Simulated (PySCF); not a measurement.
Question: What does the PBE0-D3(BJ)/def2-SVP structure of `[InH2][CH]1CC1` look like in three dimensions?

Answer: 
Z-matrix in Å and degrees, rows numbered from 1:
```
In
C   1  2.1448
C   2  1.5147  1  120.52
C   3  1.4898  2   60.56  1   109.50
H   1  1.7407  2  116.28  3   -34.27
H   1  1.7344  2  122.72  3   145.75
H   2  1.0953  1  115.97  3  -145.16
H   3  1.0943  2  117.55  4   108.38
H   3  1.0950  2  119.24  4  -107.90
H   4  1.0950  2  119.25  3   107.93
H   4  1.0943  2  117.47  3  -108.42
```

In1 (indium bonded to C and 2 H) is planar (angles 122.7°, 121.0° and 116.3°, sum 360.0°, 0.00 Å off the plane of its three neighbours). The 3-membered ring C2–C3–C4 has internal angles of 58.9° to 60.6°. The C–C distances run from 1.490 Å (C3–C4, drawn single) to 1.515 Å (C2–C4, drawn single), a spread of 0.025 Å.

Level of theory: PBE0-D3(BJ)/def2-SVP geometry optimisation, gas phase, def2 core potentials past Kr in PySCF 2.14.0.

Point group: Cs (tolerance 0.08 Å). Not checked by PBE0-D3(BJ)/def2-SVP frequencies. One conformer, not necessarily the lowest (H–In1–C2–C3 -34° and 146°).
